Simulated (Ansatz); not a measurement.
`[F][Al]([Cl])[Cl]` + HI → `[Cl][Al]([Cl])[I]` + H–F at 298.15 K and 1 bar (ligand exchange at the Al–F bond).

Calculated with Ansatz (gas phase, PBE0-D4/def2-TZVP geometries, no zero-point term in ΔE). CBS: MP2 limit from def2 TZ/QZ plus the TZ coupled-cluster correction, frozen cores. This one scheme is used for every species. def2 core potentials past Kr. For I outer-core shells are correlated without core-valence functions, which leaves a few kJ/mol of doubt a bond.

```json
{"species": "`[F][Al]([Cl])[Cl]`", "CCSD(T)/CBS energy (Eh)": "-1261.58534", "H − E (kJ/mol)": "30.9", "S (J/(mol·K))": "310.8"}
{"species": "HI", "CCSD(T)/CBS energy (Eh)": "-298.03592", "H − E (kJ/mol)": "22.7", "S (J/(mol·K))": "206.5"}
{"species": "`[Cl][Al]([Cl])[I]`", "CCSD(T)/CBS energy (Eh)": "-1459.21603", "H − E (kJ/mol)": "28.3", "S (J/(mol·K))": "342.9"}
{"species": "H–F", "CCSD(T)/CBS energy (Eh)": "-100.39570", "H − E (kJ/mol)": "33.5", "S (J/(mol·K))": "173.6"}
```

H − E and S are ideal-gas, rigid-rotor, harmonic terms from PBE0-D4/def2-TZVP. 1 Eh = 2625.50 kJ/mol, R = 8.31446 J/(mol·K).

**Question.** By hand: ΔE, ΔH, ΔS and ΔG.

**Answer.** ΔE = (-1459.21603) + (-100.39570) − (-1261.58534) − (-298.03592) = 0.00953 Eh = 25.0 kJ/mol. Δ(H − E) = 28.3 + 33.5 − 30.9 − 22.7 = 8.2, so ΔH = 33.2 kJ/mol. ΔS = 342.9 + 173.6 − 310.8 − 206.5 = -0.8 J/(mol·K). ΔG = 33.2 − 298.15 × (-0.8)/1000 = 33.4 kJ/mol.

**Question.** By hand: the equilibrium constant, and the temperature at which ΔG would vanish if ΔH and ΔS stayed fixed.

**Answer.** log₁₀ K = −ΔG/(RT ln 10) = -5.9. ΔH and −TΔS have one sign here, so there is no such temperature. One of them is within its doubt of zero, so this could turn.

The number of gas molecules stays the same, so ΔS is small and ΔH decides. A doubt of 5 kJ/mol in ΔE shifts log₁₀ K by 0.9 here. These are equilibria of isolated gas molecules and say nothing of rates. Largest T1 diagnostic: 0.010 (customary marks: 0.02 for closed shells, 0.045 for open ones).
